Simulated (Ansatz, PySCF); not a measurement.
Sites of protonation at heteroatoms (carbon was not tried) of N[SiH2]N[SiH3]:

A. N[SiH2]N[SiH3] + H+ → [NH3+][SiH2]N[SiH3]
B. N[SiH2]N[SiH3] + H+ -> N[SiH2][NH2+][SiH3]

Quantity: proton affinity (enthalpy at 298 K, with B3LYP-D3(BJ) rigid-rotor harmonic-oscillator terms), kcal/mol. Geometries: B3LYP-D3(BJ)/def2-TZVP minima from Ansatz (a program for electronic structure), one conformer each, not searched for the lowest. Frequencies are from Ansatz or PySCF. Valence correlation only, unless marked. No spin-orbit coupling. No relativistic terms. Basis-set limits of correlation are two-point, X^-3; Hartree-Fock from the larger set. Positive means that the reaction releases energy.

|  | SCS-MP2/6-31G (Ansatz) | CCSD/STO-3G (Ansatz) | CCSD/cc-pV(Q+d)Z (Ansatz) | CCSD(T)/CBS(cc-pV(T+d)Z,cc-pV(Q+d)Z) (Ansatz) |
|---|---|---|---|---|
| A | 228.5 | 302.6 | 215.9 | 214.1 |
| B | 229.1 | 307.8 | 213.7 | 211.9 |
